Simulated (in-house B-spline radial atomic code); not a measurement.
A fraction x of an electron is removed from 5p in Tb III (Tb2+), starting from [Xe] 4f9 and keeping the highest spin. All numbers are computed (scalar-relativistic (X2C) LDA exchange-only, spin-polarised, spherical fractional occupations; Fermi nucleus of rms radius 5.06 fm) with an all-electron radial atomic-structure program (B-spline basis), not measured.

| x | E(x) - E(0) (eV) | 5p down level (eV) |
| --- | --- | --- |
| 0 | 0.0000 | -36.370 |
| 0.01 | 0.3643 | -36.489 |
| 0.17 | 6.3562 | -38.413 |
| 0.31 | 11.8530 | -40.115 |
| 0.48 | 18.8497 | -42.202 |
| 0.5 | 19.6962 | -42.449 |
| 0.52 | 20.5476 | -42.697 |
| 0.68 | 27.5379 | -44.685 |
| 0.85 | ? | ? |
| 0.91 | ? | ? |
| 1 | 42.4793 | -48.710 |

Problem. What belongs in the row x = 0.85?

Solution. An energy change of 35.3151 eV; 5p down at -46.815 eV.

Problem. What belongs in the row x = 0.91?

Solution. An energy change of 38.1467 eV; 5p down at -47.571 eV.

Problem. Check Janak's theorem between x = 0.01 and 0.17.

Solution. The slope of the energy is 37.45 eV; the orbital levels give 37.45 eV (-ε of the emptying orbital, averaged over the two points).
